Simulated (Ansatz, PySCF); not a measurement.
Mo(O)(NH)(NH2)(SH) (H4MoN2OS), SMILES [O]=[Mo]([NH2])([SH])=[NH], multiplicity 1. Atoms are numbered in the order given.

```xyz
9

Mo     0.2384     0.0711    -0.1563
O      1.6499    -0.1085     0.7573
N      0.2666    -0.7227    -1.7088
H      0.8282    -1.3392    -2.3003
N     -0.1192     1.9488    -0.4650
H      0.1874     2.6835     0.1706
H     -0.4946     2.3390    -1.3265
S     -1.5660    -1.0010     0.9492
H     -1.2667    -0.4759     2.1640
```
Charge 0, spin multiplicity 1.

Coordinates come from a B3LYP-D3(BJ)/def2-SVP optimisation. The spin state was assumed, not searched. The structure was generated by enumeration; whether it is a known compound was not checked. The def2 effective core potentials stand for the cores of Mo; spin–orbit coupling is left out. Other conformers were not sampled.

Two levels are set side by side: PBE-D3(BJ)/def2-SVP (Ansatz, a program for electronic structure) and B3LYP-D3(BJ)/def2-SVP (Ansatz). Each level has its own optimised geometry; the coordinates shown are those of the second. Frequencies come from the Hessian of PySCF at each geometry. Differences are taken from unrounded values.

```json
[
 {"quantity": "mean bond length (Å)", "B3LYP-D3(BJ)": "1.520"},
 {"quantity": "bond Mo1–O2 (Å)", "B3LYP-D3(BJ)": "1.691"},
 {"quantity": "bond Mo1–N3 (Å)", "B3LYP-D3(BJ)": "1.744"},
 {"quantity": "bond Mo1–N5 (Å)", "B3LYP-D3(BJ)": "1.936"},
 {"quantity": "bond Mo1–S8 (Å)", "B3LYP-D3(BJ)": "2.372"},
 {"quantity": "bond N3–H4 (Å)", "B3LYP-D3(BJ)": "1.023"},
 {"quantity": "bond N5–H6 (Å)", "B3LYP-D3(BJ)": "1.019"},
 {"quantity": "bond N5–H7 (Å)", "B3LYP-D3(BJ)": "1.018"},
 {"quantity": "bond S8–H9 (Å)", "B3LYP-D3(BJ)": "1.357"},
 {"quantity": "highest harmonic wavenumber (cm⁻¹)", "B3LYP-D3(BJ)": "3641"},
 {"quantity": "mean harmonic wavenumber (cm⁻¹)", "B3LYP-D3(BJ)": "1080"},
 {"quantity": "zero-point energy (kcal/mol)", "B3LYP-D3(BJ)": "32.43"}
]
```

Question: What does PBE-D3(BJ) give, and how far is it from B3LYP-D3(BJ)? (An estimate is asked for; the answer gives what the named calculation found.)

Answer: 
| quantity | PBE-D3(BJ) | PBE-D3(BJ) minus B3LYP-D3(BJ) |
|---|---|---|
| mean bond length (Å) | 1.527 | 0.007 |
| bond Mo1–O2 (Å) | 1.703 | 0.012 |
| bond Mo1–N3 (Å) | 1.755 | 0.011 |
| bond Mo1–N5 (Å) | 1.940 | 0.004 |
| bond Mo1–S8 (Å) | 2.368 | -0.004 |
| bond N3–H4 (Å) | 1.031 | 0.008 |
| bond N5–H6 (Å) | 1.026 | 0.007 |
| bond N5–H7 (Å) | 1.024 | 0.007 |
| bond S8–H9 (Å) | 1.367 | 0.010 |
| highest harmonic wavenumber (cm⁻¹) | 3573 | -67 |
| mean harmonic wavenumber (cm⁻¹) | 1052 | -28 |
| zero-point energy (kcal/mol) | 31.60 | -0.84 |

GGA bonds tend to be longer and softer than those of functionals with exact exchange. Differences between two approximate levels are no errors against the true value.
